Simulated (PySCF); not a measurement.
Molecule: `CS[SiH2]O[SiH3]`, CH8OSSi2.

Geometry:
```json
{"atom": "C1", "x (Å)": "-2.090", "y (Å)": "-0.614", "z (Å)": "0.390"}
{"atom": "S2", "x (Å)": "-1.120", "y (Å)": "-1.084", "z (Å)": "-1.082"}
{"atom": "Si3", "x (Å)": "0.030", "y (Å)": "0.689", "z (Å)": "-1.370"}
{"atom": "O4", "x (Å)": "1.148", "y (Å)": "0.891", "z (Å)": "-0.159"}
{"atom": "Si5", "x (Å)": "2.061", "y (Å)": "-0.099", "z (Å)": "0.820"}
{"atom": "H6", "x (Å)": "-1.440", "y (Å)": "-0.415", "z (Å)": "1.253"}
{"atom": "H7", "x (Å)": "-2.721", "y (Å)": "0.262", "z (Å)": "0.186"}
{"atom": "H8", "x (Å)": "-2.737", "y (Å)": "-1.469", "z (Å)": "0.626"}
{"atom": "H9", "x (Å)": "0.700", "y (Å)": "0.496", "z (Å)": "-2.685"}
{"atom": "H10", "x (Å)": "-0.843", "y (Å)": "1.895", "z (Å)": "-1.359"}
{"atom": "H11", "x (Å)": "1.187", "y (Å)": "-0.782", "z (Å)": "1.821"}
{"atom": "H12", "x (Å)": "2.781", "y (Å)": "-1.130", "z (Å)": "0.014"}
{"atom": "H13", "x (Å)": "3.048", "y (Å)": "0.758", "z (Å)": "1.533"}
```

Geometry PBE0-D3(BJ)/def2-SVP throughout; GIAO in PySCF, gas phase, one conformer, non-relativistic; equivalent atoms averaged; functional PBE0.

For orientation, STO-3G gives these shifts δ (against TMS, CS2, H2O at the same level): C1 21.9, S2 -219.9, Si3 -10.2, Si5 -42.3, O4 -147.6, H9/H10 2.55, H11/H12/H13 2.27, H6/H7/H8 0.51 ppm.

A run gave: C1 14.5, S2 -134.6, Si3 -8.5, Si5 -36.9, O4 28.7, H9/H10 5.30, H11/H12/H13 4.97, H6/H7/H8 2.14 ppm (shifts δ (against TMS, CS2, H2O at the same level)).

Q: Which basis set was used in that run?
A. IGLO-III
B. def2-SVP
C. pcSseg-1
D. cc-pVTZ
E. pcSseg-2

A: C. S2 tells them apart best: pcSseg-1 gives -134.6, pcSseg-2 gives -116.7, cc-pVTZ gives -120.3, def2-SVP gives -121.6, IGLO-III gives -102.9 ppm.
